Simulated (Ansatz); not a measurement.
Li₂F₂⁺. Charge 1, multiplicity 4. Geometry PBE0-D4/def2-TZVP; atoms count from 1.

```xyz
4

Li   -1.5938    2.3069   -0.6508
Li   -0.9611    0.5691    2.2295
F     0.4386   -0.8679   -0.5104
F     2.1163   -2.0081   -1.0683
```

In the quartet geometry the species has come apart into loosely held pieces. At PBE0-D4/def2-TZVP a doublet of charge 1 lies 7.91 eV below the quartet, each at its own geometry. The structure comes from a short search, and lower isomers may exist.

(1) Estimate the Mulliken populations from the PBE0/def2-TZVP orbitals of Ansatz.

(2) Where does the spin sit?

Answers

(1) 
```csv
atom,charge (e),spin (α − β)
Li1,0.49,0.51
Li2,0.50,0.49
F3,-0.07,0.91
F4,0.08,1.08
```
Mulliken values and Mayer orders depend strongly on the basis.

(2) Summed by element: Li 1.00, F 2.00, of 3 unpaired in all. Largest on single atoms: F4 1.08, F3 0.91, Li1 0.51.
